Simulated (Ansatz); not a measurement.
`C[O][Mo]([NH2])(=[O])=[S]`, charge 0, multiplicity 1.

Q: Give a relaxed structure at PBE0-D4/def2-TZVP (Ansatz). (An estimate is asked.)

A: Ansatz gave: 
Z-matrix (Å, degrees):
```
C
O 1 1.406
H 1 1.094 2 110.5
H 1 1.092 2 108.5 3 120.1
H 1 1.094 2 110.4 3 -120.7
Mo 2 1.851 1 133.7 3 44.5
O 6 1.673 2 108.7 1 -158.0
N 6 1.919 2 110.5 1 83.0
S 6 2.120 2 108.3 1 -35.3
H 8 1.009 6 124.5 2 -92.7
H 8 1.010 6 122.6 2 99.7
```
This is one stationary point; other conformers may exist.
